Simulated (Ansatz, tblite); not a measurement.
Spin states of Se3⁺ (the lowest doublet isomer of a short search), each relaxed with r2SCAN-D4/def2-TZVP in Ansatz. Electronic energies in the gas phase.

The xTB rows come from tblite. B3LYP takes the VWN-RPA correlation. Correlated methods freeze 27 core orbitals; core or outer-core shells of Se are correlated, in sets that lack core-valence functions. The rows differ in basis, and correlated rows in double-zeta sets carry the largest basis error. In CCSD on the charge 1 doublet the largest single amplitude is 0.18, so its Hartree–Fock determinant may place the open shell otherwise than the density functionals do. The structure comes from a short search, and lower isomers may exist.

Doublet geometry (C2v within 0.1 Å):

Cartesian coordinates in Å:
```
Se 0.914 0.772 0.690
Se 0.082 -1.282 0.118
Se -0.996 0.509 -0.808
```

Quartet geometry (C2v within 0.1 Å):

Cartesian coordinates in Å:
```
Se -0.3101 1.5474 -0.1983
Se -0.1176 -0.3239 1.1203
Se 0.4277 -1.2235 -0.9220
```

⟨S²⟩: doublet 0.75 at PBE0-D4/def2-TZVP (pure 0.75), quartet 3.76 at PBE0-D4/def2-TZVP (pure 3.75).

Only these spin states were relaxed. The quartet has other bonds than the doublet, so the gap mixes isomer and spin.

| level | quartet − doublet (kcal/mol) | lowest of these |
| --- | --- | --- |
| GFN1-xTB | 46.1 | doublet |
| GFN2-xTB | 27.7 | doublet |
| HF/STO-3G | -4.5 | quartet |
| HF/def2-SVP | -6.7 | quartet |
| HF/def2-TZVP | -3.1 | quartet |
| PBE-D4/def2-TZVP | 16.7 | doublet |
| MP2/def2-SVP | 10.2 | doublet |
| MP2/def2-TZVP | 17.9 | doublet |
| CCSD/def2-SVP | 7.6 | doublet |

(1) Estimate the rows for BLYP-D4/def2-TZVP, r2SCAN-D4/def2-TZVP, B3LYP-D4/def2-TZVP, PBE0-D4/def2-TZVP, BHLYP-D4/def2-TZVP, ωB97M-V/def2-TZVP, RPA@PBE/def2-TZVP, CCSD(T)/def2-SVP.

Results:

(1) 
```
              level  quartet − doublet (kcal/mol)  lowest of these
  BLYP-D4/def2-TZVP                          14.6          doublet
r2SCAN-D4/def2-TZVP                          13.8          doublet
 B3LYP-D4/def2-TZVP                          13.7          doublet
  PBE0-D4/def2-TZVP                          14.6          doublet
 BHLYP-D4/def2-TZVP                          10.7          doublet
  ωB97M-V/def2-TZVP                          16.0          doublet
  RPA@PBE/def2-TZVP                          17.8          doublet
   CCSD(T)/def2-SVP                           9.3          doublet
```

The xTB methods have no term that favours high spin, so they put low spin too low.
